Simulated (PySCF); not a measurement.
CH3Br2In, SMILES [CH3][In]([Br])[Br]. Atoms are numbered in the order given.

```xyz
7

In     0.4833    -0.1332     0.3251
Br    -1.5020    -1.6482     0.1104
Br     0.2248     2.0009    -0.9641
C      2.2394    -0.6197     1.4897
H      2.6264     0.3000     1.9478
H      2.9910    -1.0430     0.8084
H      1.9667    -1.3566     2.2561
```

Geometry: B3LYP-D3(BJ)/def2-SVP. The structure was generated by enumeration; whether it is a known compound was not checked. The def2 effective core potentials stand for the cores of In; spin–orbit coupling is left out.

Level of theory: PySCF with CAM-B3LYP/def2-TZVP.

The molecule is in vacuum.

### Question
Estimate the frontier levels, gap, dipole moment and polarisability. (Estimate from the structure and the level; the computed values follow.)

### Answer

```json
{
 "highest_occupied_level": "-9.41 eV",
 "lowest_empty_level": "-1.14 eV",
 "orbital_gap": "8.27 eV",
 "dipole_moment": "3.55 D",
 "quadrupole, principal values (traceless, Buckingham form, about the centre of nuclear charge)": "-10.40, 4.53, 5.88 D·Å",
 "mean_static_polarisability": "91.3 bohr³ (13.53 Å³)",
 "polarisability_principal_values": "61.7, 103.3, 108.8 bohr³"
}
```
